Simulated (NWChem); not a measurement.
BeSiH₃Cl; SMILES [SiH3][Be][Cl]

**Question.** Give the equilibrium geometry at PBE0/def2-SVP (NWChem) as a Z-matrix, with the point group.

**Answer.** point group C3v; any orientation.
```
Si
H 1 1.4983
H 1 1.4983 2 107.28
H 1 1.4983 2 107.28 3 -114.99
Be 1 2.1693 2 111.58 3 122.50
Cl 5 1.8232 2 152.88 1 180.00
```
